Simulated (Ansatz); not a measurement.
C4H6, triplet, geometry from GFN2-xTB (a higher spin typed on purpose: for a closed-shell molecule this is an excited state), with bond 10-4 at 1.4 times its length; Ansatz (an electronic-structure program) with CASSCF(6,6)/STO-3G.

The Ansatz input:
Ansatz 0.2 input:
```yaml
crystal:
  periodic: [false, false, false]
  atoms:
    - {symbol: C, position_ang: [1.75215560, 0.25147613, -0.68749424]}
    - {symbol: C, position_ang: [0.65072424, -0.06302300, 0.17455069]}
    - {symbol: C, position_ang: [-0.68760098, 0.05930899, -0.16441999]}
    - {symbol: C, position_ang: [-1.72536322, -0.24553624, 0.67122535]}
    - {symbol: H, position_ang: [2.19762845, 1.23153618, -0.69019923]}
    - {symbol: H, position_ang: [2.19893059, -0.49707672, -1.31918389]}
    - {symbol: H, position_ang: [0.87636187, -0.42737213, 1.17634368]}
    - {symbol: H, position_ang: [-0.91544089, 0.42117700, -1.15939876]}
    - {symbol: H, position_ang: [-2.74759575, -0.13318916, 0.36035018]}
    - {symbol: H, position_ang: [-1.47898411, -0.75358818, 2.06799386]}
basis:
  gaussian:
    orbitals: STO-3G
hamiltonian:
  xc: hf
correlation: {active_space: {window: {electrons: 6, orbitals: 6}}}
magnetization: {spin_polarized: false, initial_magnetization: 2}
```

Output, abridged:

```
Functional definition: HF
355 factors; integrals over basis functions are off by at most 5.0e-5 eV
mean field evaluation 1: about -4158.4878 eV, gradient 1.3e1 eV
mean field evaluation 2: about -4158.6285 eV, gradient 1.3e1 eV
mean field evaluation 4: about -4159.5506 eV, gradient 9.0e-1 eV
mean field evaluation 8: about -4159.5445 eV, gradient 3.0e-1 eV
mean field evaluation 16: about -4159.6152 eV, gradient 1.8e-4 eV
mean field -4159.61520512 eV, -152.8630392996 hartree, gradient 1.8e-6 eV, S^2 2.000000; 0 other end points of the search recorded, 0 dependent functions left out
reference -4159.61520512 eV, -152.8630392996 hartree; 16, 14 occupied and 10, 12 virtual orbitals, 355 factors
state -4162.33938749 eV, -152.9631511553 hartree
Total energy: -4162.33938749 eV, -152.9631511553 hartree
```
